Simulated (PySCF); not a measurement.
**How methods differ on the ionisation energy of Tb⁶⁰⁺**

Tb⁶⁰⁺ [He] 2s2 2p1 (2P) → Tb⁶¹⁺ [He] 2s2 (1S), as a difference of total energies. All numbers are calculated (PySCF 2.14, scalar relativity by spin-free X2C-1e, in an even-tempered Gaussian basis (19 s from 35 bohr⁻², ratio 2.2; 13 p from 46 bohr⁻², ratio 2.2; 5 d from 170 bohr⁻², ratio 2.4; 5 f from 260 bohr⁻², ratio 2.4; 4 g from 390 bohr⁻², ratio 2.4)). Correlated levels: nothing frozen; virtual orbitals above 40 to 60 times the deepest correlated orbital energy dropped. The calculations carry no spin-orbit coupling.

| method | ionisation energy (eV) |
| --- | --- |
| UHF | 13450.8 |
| LDA | 13441.7 |
| PBE | 13452.3 |
| PBE0 | 13452.2 |
| r2SCAN | 13455.4 |
| TPSS | 13456.0 |
| M06-2X | 13449.1 |
| MP2 (all electrons) | 13450.4 |
| SCS-MP2 (all electrons) | 13450.1 |

A first-order spin-orbit estimate (lowest level to lowest level, LS coupling) adds 514.3 eV.

For this ion Breit and QED terms and the two-electron picture change, all absent here, outweigh the differences among the correlated methods.

First order in ζ underestimates the shift of j = l − 1/2 levels at high Z.

For comparison: 14003 ± 10 eV (theoretical estimate listed by NIST; NIST Atomic Spectra Database, ionization energies).
